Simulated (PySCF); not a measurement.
Magnetic susceptibility: Me2Se3

Geometry:
```
atom   x (Å)   y (Å)   z (Å)
  C1  -1.531   1.236   1.917
 Se2  -1.241  -0.590   1.254
 Se3  -1.216  -0.158  -1.026
 Se4   0.948   0.549  -1.479
  C5   1.823  -1.197  -1.673
  H6  -2.473   1.613   1.531
  H7  -1.561   1.182   3.001
  H8  -0.704   1.864   1.594
  H9   2.865  -1.009  -1.911
 H10   1.346  -1.752  -2.476
 H11   1.744  -1.739  -0.734
```

Level of theory: GIAO BP86/def2-SVP magnetisability, rotational g tensor and spin-rotation constants, non-relativistic, gas phase in PySCF 2.14.0. Geometry: GFN2-xTB.

The calculation is non-relativistic, which matters for the atoms heavier than Zn.

(1) How diamagnetic is it, and how anisotropic?

(2) Split it along the inertial axes a, b, c into diamagnetic and paramagnetic parts about the centre of mass, with the quadrupole moment.

(3) And the rotational g tensor?

Answers

(1) Isotropic -1726 × 10⁻³⁰ J/T², or -104.0 × 10⁻⁶ cm³/mol; principal values -1780, -1729, -1670 × 10⁻³⁰ J/T², anisotropy 95 × 10⁻³⁰ J/T² (root of half the summed squared differences of the principal values). The susceptibility is in cgs units.

(2) 
```tsv
axis	χ (10⁻⁶ cm³/mol)	diamagnetic (10⁻⁶ cm³/mol)	paramagnetic (10⁻⁶ cm³/mol)	summed x² of all electrons (Å²)	quadrupole Θ (D Å)
a	-107.0	-611.9	504.9	335.3	+3.57
b	-104.1	-1719.1	1614.9	74.3	-3.23
c	-100.8	-1737.8	1637.0	69.9	-0.34
```
Anisotropies 2χaa − χbb − χcc = -9.1 and 2χbb − χaa − χcc = -0.4 × 10⁻⁶ cm³/mol. Θ is traceless in Buckingham's convention.

(3) 
```csv
axis,rotational constant (GHz),g,nuclear part,electronic part
a,2.2471,-0.0127,0.5204,-0.5331
b,0.6480,-0.0033,0.4883,-0.4916
c,0.6211,-0.0046,0.4730,-0.4777
```
Asymmetric top; isotopes 12C, 1H, 80Se; no vibrational averaging.
